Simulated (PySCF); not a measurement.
Species: C6H5NOSe2.
Structure used (PBE0-D3(BJ)/def2-SVP), in Å, numbered top down from 1:
```
atom  x, y, z in Å
C1    -3.3169   -0.7879    0.2782
O2    -1.9271   -0.6610    0.4296
C3    -1.3338    0.3459   -0.2438
C4     0.0040    0.4489   -0.2364
Se5    0.9799    1.8342   -1.0997
C6     2.6239    1.1240   -0.5940
C7     2.6743    0.0050    0.1598
C8     3.8934   -0.5836    0.5844
N9     4.8778   -1.0831    0.9444
Se10   1.0529   -0.8354    0.6977
H11   -3.6359   -1.6191    0.9193
H12   -3.5931   -1.0167   -0.7660
H13   -3.8437    0.1287    0.5979
H14   -1.9815    1.0590   -0.7664
H15    3.5215    1.6495   -0.9271
```

Method: TDDFT B3LYP/def2-SVPD, vertical, gas phase, core orbitals frozen in the response (PySCF 2.14.0, density-fitted response routines). Relativistic effects, spin–orbit coupling among them, are left out although an element past zinc is present.

Ground-to-excited transition dipoles (e·a0, same axes as the geometry; the sign carries no meaning), for the states with f of 0.002 or more among the lowest 10:

```json
{"state": "S2", "E (hartree)": "0.1116", "μx": "-0.315", "μy": "0.582", "μz": "-0.401"}
{"state": "S4", "E (hartree)": "0.1590", "μx": "-0.046", "μy": "0.109", "μz": "0.128"}
{"state": "S5", "E (hartree)": "0.1684", "μx": "1.391", "μy": "0.112", "μz": "0.059"}
{"state": "S6", "E (hartree)": "0.1738", "μx": "-0.147", "μy": "0.082", "μz": "0.146"}
{"state": "S7", "E (hartree)": "0.1768", "μx": "-0.090", "μy": "-0.096", "μz": "-0.152"}
{"state": "S9", "E (hartree)": "0.1887", "μx": "-0.072", "μy": "0.181", "μz": "0.247"}
{"state": "S10", "E (hartree)": "0.1898", "μx": "-0.971", "μy": "0.210", "μz": "-0.180"}
```

Question: Work out the oscillator strengths.

Answer: f = (2/3) ΔE |μ|² with ΔE in hartree (27.2114 eV).

```json
{"state": "S2", "|μ|² (au)": "0.598", "|μ| (D)": "1.97", "f": "0.044"}
{"state": "S4", "|μ|² (au)": "0.031", "|μ| (D)": "0.44", "f": "0.003"}
{"state": "S5", "|μ|² (au)": "1.950", "|μ| (D)": "3.55", "f": "0.219"}
{"state": "S6", "|μ|² (au)": "0.050", "|μ| (D)": "0.57", "f": "0.006"}
{"state": "S7", "|μ|² (au)": "0.040", "|μ| (D)": "0.51", "f": "0.005"}
{"state": "S9", "|μ|² (au)": "0.099", "|μ| (D)": "0.80", "f": "0.012"}
{"state": "S10", "|μ|² (au)": "1.020", "|μ| (D)": "2.57", "f": "0.129"}
```

Question: What angle do the transition dipoles of S2 and S10 make?

Answer: |cos θ| = |μa·μb| / (|μa| |μb|) = 0.64, so θ ≈ 50° (taken between 0 and 90°, since the signs are arbitrary).

Question: How is the summed strength of these states shared among x, y and z?

Answer: (2/3) Σ ΔE μα² gives 0.348 for x, 0.039 for y and 0.031 for z, 0.419 in all.

Question: What peak molar absorption coefficient would the strongest computed level give as a lone Gaussian band 0.3 eV wide at half height?

Answer: ε(max) = 2.175×10⁸ f / FWHM, with the width in cm⁻¹. S5: 2.175×10⁸ × 0.2189 / 2420 ≈ 20000 L mol⁻¹ cm⁻¹.

The vertical ionisation energy (ΔSCF) is 7.23 eV, 2.06 eV above S10.

Time: 5.1 min wall. Hardware: an Arm Neoverse V2 with one thread, no GPU, on a shared host.

One conformer stands for the species.
